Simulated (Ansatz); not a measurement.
`CO[SiH2]S[SiH2]O` + `C[SeH]` → `CO[SiH2][SeH]` + `CS[SiH2]O`  (redistribution)

Program: Ansatz. Geometries: PBE0-D4/def2-TZVP. ΔE: electronic, gas phase. CBS: MP2 limit from def2 TZ/QZ plus the TZ coupled-cluster correction, frozen cores. DFT in def2-TZVPP. B3LYP here is the variant with VWN-RPA as its local correlation; programs differ in this. For Se outer-core shells are correlated without core-valence functions, which leaves a few kJ/mol of doubt a bond. Scalar relativity is left out up to krypton. Each species was taken in one conformer, which may not be the lowest.

| level | ΔE (kcal/mol) |
| --- | --- |
| PBE-D4 | 5.9 |
| B3LYP-D4 | 6.2 |
| ωB97M-V | 6.3 |
| HF/CBS(def2) | 2.7 |

Q: What does CCSD(T)/CBS give? (Best estimate.)

A: Ansatz gave: +5.6 kcal/mol. The listed levels differ from it by 0.3, 0.6, 0.7, -2.9 kcal/mol.

Largest T1 diagnostic among the species: 0.012.

In def2-TZVPP, CCSD(T) changes the Hartree–Fock value by +3.9 kcal/mol (the triples alone add +0.7 kcal/mol) and MP2 by +4.3 kcal/mol. The D4 term adds +2.3 kcal/mol with B3LYP and +1.3 kcal/mol with PBE0; it sums over pairs of atoms, weighted by their polarisabilities, and B3LYP, whose exchange is more repulsive, gets the larger term.
